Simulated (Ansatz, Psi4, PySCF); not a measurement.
methylsilane (CH6Si), singlet, at a GFN2-xTB geometry. Base run: CCSD(T)/6-31G* in PySCF.

PySCF was given this input:
```python
from pyscf import gto, scf, cc

mol = gto.Mole()
mol.atom = '''
    C    -0.01298196    0.00392095   -1.25022897
    Si    0.00669850   -0.00202315    0.64510011
    H    -0.01147190   -1.00712268   -1.64830101
    H    -0.89650587    0.50641306   -1.63436438
    H     0.85673226    0.51618733   -1.65253877
    H     0.00413621    1.37681588    1.13946736
    H    -1.17977102   -0.70041180    1.14524608
    H     1.21099302   -0.68708334    1.12046299
'''
mol.basis = '6-31g*'
mol.verbose = 4
mol.build()

mf = scf.RHF(mol)
mf.kernel()

mycc = cc.CCSD(mf)
mycc.kernel()
et = mycc.ccsd_t()
print('E(CCSD(T)) = %.10f' % (mycc.e_tot + et))
```

The same geometry, method and basis name were run in Ansatz (an electronic-structure program) and Psi4 and PySCF, at each program's defaults and at the settings that a row names. The base is PySCF at its defaults. Differences at the defaults can come from grids, fitting, cores and function types together.

| code and settings | ΔE vs base (µEh) | basis functions | E (Eh) | SCF cycles |
|---|---|---|---|---|
| PySCF, defaults (exact integrals, spherical functions, all electrons correlated) | 0.0 | 44 | -330.53273 | 9 |
| Psi4, defaults (exact integrals, Cartesian functions, all electrons correlated) | -9020 | 46 | -330.54175 | 10 |
| Ansatz, defaults (factorised integrals, Cartesian functions, frozen core) | 6122 | 46 | -330.52661 | - |
| PySCF, frozen core | 8857 | 44 | -330.52387 | 9 |
| Psi4, exact integrals, spherical functions, frozen core | 8857 | 44 | -330.52387 | 10 |
| Ansatz, high accuracy, frozen core, Cartesian functions as the basis file defines them | 6121 | 46 | -330.52661 | - |
